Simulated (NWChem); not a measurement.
System: C5H12Si; SMILES C=C[Si](C)(C)C

Here is an NWChem input.

```
start job
memory heap 200 mb stack 900 mb global 1100 mb
geometry units angstroms noautosym nocenter noautoz
  C      0.309998    -2.448173    -0.495218
  C      0.621543    -1.414724     0.296230
  Si    -0.047581     0.333551     0.111831
  C      1.397417     1.515979    -0.153890
  C     -0.953835     0.811084     1.695172
  C     -1.225136     0.413141    -1.355720
  H      0.728830    -3.450199    -0.344773
  H     -0.383182    -2.344076    -1.338234
  H      1.325913    -1.608619     1.119036
  H      1.045750     2.556388    -0.244662
  H      1.952848     1.263530    -1.070814
  H      2.105151     1.474236     0.689454
  H     -0.285188     0.750997     2.568784
  H     -1.336476     1.842848     1.636655
  H     -1.808633     0.141675     1.880268
  H     -0.717265     0.144155    -2.295417
  H     -2.080563    -0.268198    -1.223925
  H     -1.625724     1.432766    -1.472829
end
basis spherical
  * library def2-svp
end
dft
  xc pbe0
  iterations 150
end
cosmo
  do_cosmo_smd true
  solvent ether
end
task dft energy
```

Excerpt of the output:

```
             Northwest Computational Chemistry Package (NWChem) 7.3.0
             --------------------------------------------------------

                             Geometry "geometry" -> ""
                             -------------------------

 Output coordinates in angstroms (scale by  1.889725989 to convert to a.u.)

  No.       Tag          Charge          X              Y              Z
 ---- ---------------- ---------- -------------- -------------- --------------
    1 C                    6.0000     0.30999800    -2.44817300    -0.49521800
    2 C                    6.0000     0.62154300    -1.41472400     0.29623000
    3 Si                  14.0000    -0.04758100     0.33355100     0.11183100
    4 C                    6.0000     1.39741700     1.51597900    -0.15389000
    5 C                    6.0000    -0.95383500     0.81108400     1.69517200
    6 C                    6.0000    -1.22513600     0.41314100    -1.35572000
    7 H                    1.0000     0.72883000    -3.45019900    -0.34477300
    8 H                    1.0000    -0.38318200    -2.34407600    -1.33823400
    9 H                    1.0000     1.32591300    -1.60861900     1.11903600
   10 H                    1.0000     1.04575000     2.55638800    -0.24466200
   11 H                    1.0000     1.95284800     1.26353000    -1.07081400
   12 H                    1.0000     2.10515100     1.47423600     0.68945400
   13 H                    1.0000    -0.28518800     0.75099700     2.56878400
   14 H                    1.0000    -1.33647600     1.84284800     1.63665500
   15 H                    1.0000    -1.80863300     0.14167500     1.88026800
   16 H                    1.0000    -0.71726500     0.14415500    -2.29541700
   17 H                    1.0000    -2.08056300    -0.26819800    -1.22392500
   18 H                    1.0000    -1.62572400     1.43276600    -1.47282900

 Effective nuclear repulsion energy (a.u.)     297.9160708815

                                 NWChem DFT Module
                                 -----------------

 Summary of "ao basis" -> "ao basis" (spherical)
 ------------------------------------------------------------------------------
       Tag                 Description            Shells   Functions and Types
 ---------------- ------------------------------  ------  ---------------------
 C                          def2-svp                 6       14   3s2p1d
 Si                         def2-svp                 8       18   4s3p1d
 H                          def2-svp                 3        5   2s1p

 in cosmo_initialize ...
 calling solv_data for solv:ether

 solvent parameters
 solvname_short: ether
 solvname_long:  diethyl ether
 dielec:        4.2400
 dielecinf:     1.8295
 nonaqueous SMD model solvent descriptors
 dielec:        4.2400
 sola:          0.0000
 solb:          0.4100
 solc:          0.0000
 solg:         23.9600
 solh:          0.0000
 soln:          1.3526

          ---------------
          -cosmo- solvent
          ---------------
 Cosmo: York-Karplus, doi: 10.1021/jp992097l
 dielectric constant -eps-     =   4.24
 screen = (eps-1)/(eps    )    =   0.76415
 surface charge correction     = lagrangian

   van der Waals surface
 --------------------------

[...]

                                COSMO-SMD solvation results
                                ---------------------------

             internal energy in gas <Psi(g)|H|Psi(g)> =      -486.656794928462
         internal energy in solvent <Psi(s)|H|Psi(s)> =      -486.656614268155
                               delta internal energy  =         0.000180660308 (    0.11 kcal/mol)
   total free energy in solvent <Psi(s)|H+V/2|Psi(s)> =      -486.659764365293
 polarization energy contribution <Psi(s)|V/2|Psi(s)> =        -0.003150097138 (   -1.98 kcal/mol)
    total free energy in solvent including G(SMD-CDS) =      -486.660105939207
                       G(SMD-CDS) energy contribution =        -0.000341573914 (   -0.21 kcal/mol)
     1 M fixed-concentration free energy of solvation =        -0.003311010744 (   -2.08 kcal/mol)

                       DFT Final Molecular Orbital Analysis
                       ------------------------------------

 Vector   26  Occ=2.000000D+00  E=-3.101981D-01
              MO Center= -4.0D-01,  5.8D-01, -2.5D-01, r^2= 3.7D+00
   Bfn.  Coefficient  Atom+Function         Bfn.  Coefficient  Atom+Function
  ----- ------------  ---------------      ----- ------------  ---------------
    80      0.285850   6 C  pz               78      0.219076   6 C  px
    38     -0.204808   3 Si pz               66      0.205783   5 C  pz
    83      0.175847   6 C  pz               50      0.169181   4 C  px
    77      0.142796   6 C  s                51      0.139146   4 C  py
    81      0.137579   6 C  px               36     -0.128148   3 Si px

 Vector   27  Occ=2.000000D+00  E=-3.039508D-01
              MO Center=  2.2D-01, -8.3D-01,  5.4D-03, r^2= 4.0D+00
   Bfn.  Coefficient  Atom+Function         Bfn.  Coefficient  Atom+Function
  ----- ------------  ---------------      ----- ------------  ---------------
    19      0.314082   2 C  py               37     -0.219720   3 Si py
    99     -0.202163   9 H  s                89      0.188972   7 H  s
    18     -0.174461   2 C  px               22      0.166234   2 C  py
    17      0.162500   2 C  s                94     -0.150253   8 H  s
     5     -0.148958   1 C  py              100     -0.134096   9 H  s

 Vector   28  Occ=2.000000D+00  E=-2.812374D-01
              MO Center=  3.7D-01, -1.2D+00,  5.7D-02, r^2= 3.8D+00
   Bfn.  Coefficient  Atom+Function         Bfn.  Coefficient  Atom+Function
  ----- ------------  ---------------      ----- ------------  ---------------
     4      0.277935   1 C  px               18      0.256388   2 C  px
     6     -0.218251   1 C  pz               20     -0.201486   2 C  pz
     7      0.198698   1 C  px               21      0.180987   2 C  px
     9     -0.155954   1 C  pz               66     -0.145303   5 C  pz
    23     -0.142177   2 C  pz               50      0.130950   4 C  px

 Vector   29  Occ=0.000000D+00  E=-3.104961D-03
              MO Center=  4.0D-01, -1.7D+00, -7.2D-02, r^2= 3.1D+00
   Bfn.  Coefficient  Atom+Function         Bfn.  Coefficient  Atom+Function
  ----- ------------  ---------------      ----- ------------  ---------------
     7      0.463864   1 C  px               21     -0.423909   2 C  px
     9     -0.364222   1 C  pz               23      0.332950   2 C  pz
     4      0.316574   1 C  px               49      0.310446   4 C  s
    63     -0.310023   5 C  s                18     -0.277538   2 C  px
     6     -0.248619   1 C  pz               20      0.217995   2 C  pz

 Vector   30  Occ=0.000000D+00  E= 6.177716D-02
              MO Center= -3.2D-01,  7.6D-01, -6.8D-02, r^2= 9.3D+00
   Bfn.  Coefficient  Atom+Function         Bfn.  Coefficient  Atom+Function
  ----- ------------  ---------------      ----- ------------  ---------------
    77      1.583318   6 C  s                49      1.343312   4 C  s
    63      1.343418   5 C  s                32     -0.779096   3 Si s
   145     -0.633082  18 H  s               135     -0.587849  16 H  s
   140     -0.587198  17 H  s               115     -0.567683  12 H  s
   120     -0.567980  13 H  s               105     -0.535230  10 H  s

 Vector   31  Occ=0.000000D+00  E= 8.744734D-02
              MO Center=  3.7D-03, -3.1D-01, -6.5D-02, r^2= 9.2D+00
   Bfn.  Coefficient  Atom+Function         Bfn.  Coefficient  Atom+Function
  ----- ------------  ---------------      ----- ------------  ---------------
    77      1.348609   6 C  s                49     -1.217700   4 C  s
    63     -1.222722   5 C  s                 3      1.123127   1 C  s
    90     -0.717243   7 H  s                41      0.702413   3 Si pz
    95     -0.648847   8 H  s               145     -0.507401  18 H  s
   130      0.446880  15 H  s               110      0.444022  11 H  s

     Multipole analysis of the density
     ---------------------------------

     L   x y z        total         alpha         beta         nuclear
     -   - - -        -----         -----         ----         -------
     0   0 0 0     -0.000000    -28.000000    -28.000000     56.000000

     1   1 0 0     -0.036699      0.779824      0.779824     -1.596348
     1   0 1 0      0.088374      0.167908      0.167908     -0.247443
     1   0 0 1     -0.013155     -1.318634     -1.318634      2.624113

     2   2 0 0    -35.121141   -113.099332   -113.099332    191.077523
     2   1 1 0     -0.448456      9.297402      9.297402    -19.043260
     2   1 0 1      1.042050      0.165176      0.165176      0.711698
     2   0 2 0    -33.787241   -203.847541   -203.847541    373.907841
     2   0 1 1      0.310220    -23.832205    -23.832205     47.974631
     2   0 0 2    -34.630783   -119.407355   -119.407355    204.183927
```

Level: PBE0/def2-SVP, SMD on the gas-phase geometry. Geometry: optimised at PBE0/def2-SVP. No frequency run checked for a minimum. Solvent: diethyl ether.
